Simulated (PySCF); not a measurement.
CH₂Cl₃SSi (doublet state).
Z-matrix (Å and degrees, GFN2-xTB geometry), rows numbered from 1:
```
S 
Si  1  2.1429
C   2  1.9467  1  109.08
Cl  3  1.7787  2  111.66  1    56.58
Cl  3  1.7746  2  109.47  1   177.13
Cl  3  1.7931  2  110.02  1   -63.90
H   1  1.3268  2   96.09  3   -42.74
H   2  1.4530  1  108.31  3  -116.41
```

The hyperfine couplings belong to this conformer and change with its torsions.

Identity: `ClC(Cl)([SiH]S)Cl` [radical].

Theory: PySCF, UKS B3LYP, pcH-1 on C Cl H S Si, non-relativistic, mean-field spin-orbit, GIAO. Isolated species at its GFN2-xTB geometry (one conformer only). A GFN2-xTB geometry isn't a minimum of the functional, and hyperfine couplings can be far from their values at a DFT geometry, by a factor of two or more for some ions and for spin on atoms past the first row. Stability of the SCF solution: not tested.

(1) Predict the first-order ENDOR lines of H8, H7 and Cl4/Cl5/Cl6 under fast tumbling at B = 333.8 mT (X band).

(2) Which pairs are centred on the nuclear Larmor frequency, and which on half the coupling?

(3) At what field would the lower line of H8 fall to zero frequency?

## Answers

(1) ν± = |νn ± a/2|, one line for each electron-spin manifold; νn = |g_N| × 7.62259 MHz/T × B.

```tsv
nuclei	isotope	g_N	νn (MHz)	a_iso (MHz)	lower line (MHz)	upper line (MHz)
H8	1H	5.5857	14.21	98.79	35.18	63.61
H7	1H	5.5857	14.21	-3.39	12.52	15.91
Cl4/Cl5/Cl6	35Cl	0.5479	1.39	3.46	0.33	3.12
```

(2) Centred on νn, since |a| < 2νn: H7. Centred on |a|/2 and split by 2νn: H8 and Cl4/Cl5/Cl6.

(3) Where νn = |a|/2, that is B = 49.39 MHz/(5.5857 × 7.62259 MHz/T) = 1160 mT, as far as first order holds there.

Nuclei that the bonding pattern makes equivalent are averaged, as if the motion that swaps them (rotation, inversion, ring flip) were fast. The three 35Cl nuclei of mean +3.5 MHz run from -0.1 to 10.1 MHz in the frozen geometry.

Main isotope only: 35Cl (natural samples also hold 24 % 37Cl, magnetic too, which adds its own pattern).

Largest spin populations (Mulliken): Si2 (+0.77) and S1 (+0.14). The angles at Si2 add up to 324.6°, so it is pyramidal.
